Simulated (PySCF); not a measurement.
## [Sm4F4]4+ at several levels of theory

Computed with PySCF 2.14.0 (density fitting, no spin-orbit coupling) at the geometry relaxed with BP86:

```xyz
8
[Sm4F4]4+ (singlet in the valence; each metal's 4f electrons, 6 of them, lie in its core potential, out of spins and levels)
Sm    1.4370    1.4370    1.4370
Sm    1.4370   -1.4370   -1.4370
Sm   -1.4370    1.4370   -1.4370
Sm   -1.4370   -1.4370    1.4370
F     0.9795    0.9795   -0.9795
F     0.9795   -0.9795    0.9795
F    -0.9795    0.9795    0.9795
F    -0.9795   -0.9795   -0.9795
```

```tsv
level	basis	state	HOMO (eV)	gap (eV)	charge on Sm1 (e)	population of f-type functions on Sm1 (polarisation alone where 4f lies in the core)	dipole about the centre of mass (D)	largest force component (eV/Å)
BP86	Sm lcecp-0-SVP with ECP52, F def2-SVP	singlet	–	–	1.47	0.02	0.00	0.00
B3LYP	the same	singlet	–	–	1.52	0.02	0.00	0.02
wB97X	the same	singlet	–	–	1.54	0.02	0.00	0.07
M06-L	the same	singlet	–	–	1.56	0.02	0.00	0.11
BLYP	the same	singlet	–	–	1.46	0.02	0.00	0.13
```

In the lcecp rows the 4f levels are missing from HOMO and gap, and the state counts the valence alone.

Charges are Mulliken's, which hang on the basis. The relaxation used the grid (50, 194), these runs (75, 302) or, all-electron (x2c bases, spin-free X2C Hamiltonian), (99, 590).

What does BP86 with Sm lcecp-0-TZVP with ECP52, F def2-TZVP give here?

state singlet, charge on Sm1 (e) 1.68, population of f-type functions on Sm1 (polarisation alone where 4f lies in the core) 0.02, dipole about the centre of mass (D) 0.00, largest force component (eV/Å) 0.09. Time: 120 s on 4 threads of Intel(R) Xeon(R) Processor @ 2.50GHz (Skylake/Cascade Lake), with other jobs on the host, from free ions and atoms.

An lcecp potential fixes the number of 4f electrons, so in runs with it no electron can move into or out of that shell.
